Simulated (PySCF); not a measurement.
## Energy of Pd²⁺ (palladium, charge +2) between two integer charges

The 4d beta orbital of [Kr] 4d8 is emptied in steps (occupation f), with all orbitals relaxed, ending at [Kr] 4d7. Calculation: PySCF 2.14, in def2-TZVPPD with the def2 core potential (28 electrons) (6s4p3d2f1g, 56 functions); a scalar-relativistic core potential. The exact energy is a straight line in f; departures are measured from the line between the end points of the same method.

**Question.** Among UHF, LDA, PBE, which shows the largest delocalisation error (convex curve), and which is closest to linear?

**Answer.** Most convex: LDA (-1.724 eV at f = 0.5); closest to linear: UHF (0.415 eV).

```tsv
f	UHF (eV)	LDA (eV)	PBE (eV)
1	0.000	0.000	0.000
0.9	0.157	-0.614	-0.600
0.7	0.357	-1.441	-1.406
0.5	0.415	-1.724	-1.679
0.3	0.340	-1.454	-1.415
0.1	0.142	-0.626	-0.608
0	0.000	0.000	0.000
```

```csv
method,E(f=0) − E(f=1) (eV),−ε at f=1 (eV),−ε at f=0.5 (eV)
UHF,31.584,33.350,31.534
LDA,33.608,26.801,33.569
PBE,33.351,26.697,33.324
```

Reference removal energy between the ground levels: 32.93 eV (semi-empirical (NIST evaluation); NIST Atomic Spectra Database, ionization energies). The calculation has no spin-orbit coupling. The determinant left behind need not be the lowest term of the ion. UHF lacks correlation.
